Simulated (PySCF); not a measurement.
C₄F₅ (SMILES F[C]1C(F)=C(F)C1(F)F), doublet, geometry from GFN2-xTB. Base run: DF-WB97X/6-31G* (PySCF).

Input for PySCF:
```python
from pyscf import gto, scf, dft

mol = gto.M(
    atom='''
F    -0.10508476    2.29887463    0.45842030
C     0.06611296    1.02363900    0.18498420
C     1.14126835    0.20846871   -0.15352017
F     2.41947565    0.44195125   -0.32546097
C     0.36797154   -0.94434736   -0.24337601
F     0.58664635   -2.21091063   -0.52319859
C    -0.89285418   -0.16309237    0.12010420
F    -1.50114293   -0.50648297    1.26906905
F    -1.85489344   -0.10654426   -0.81762460
''',
    basis='6-31g*',
    spin=1,
    verbose=4,
)

mf = dft.UKS(mol)
mf.xc = 'wb97x'
mf = mf.density_fit(auxbasis='def2-universal-jkfit')
mf.kernel()
```

The base run was repeated with changes; each row names its change, and settings that it needs were set with it.

| change | ΔE vs base (µEh) | grid points | electrons on the grid |
|---|---|---|---|
| base | 0.0 | 127784 | 69.00000 |
| grids.level = 5 | -6.2 | 391304 | 69.00000 |
| grids.atom_grid = (150, 974) | -5.8 | 712144 | 69.00000 |
| grids.prune = dft.gen_grid.sg1_prune | -88.8 | 57056 | 69.00019 |
| grids.atom_grid = (75, 302) | 0.0 | 127784 | 69.00000 |
| grids.prune = dft.gen_grid.treutler_prune | -77.8 | 111840 | 68.99999 |
| grids.radi_method = delley | 2.9 | 134520 | 69.00000 |
| grids.becke_scheme = stratmann | -6.9 | 127784 | 69.00001 |
| grids.level = 1 | -216 | 47224 | 69.00004 |
| grids.level = 7 | -6.1 | 790952 | 69.00000 |
| grids.atom_grid = (30, 110) | 3260 | 22096 | 68.99983 |

Open shells are given as the SCF converged; they aren't shown to be the lowest states, and a large step between rows can be another state.
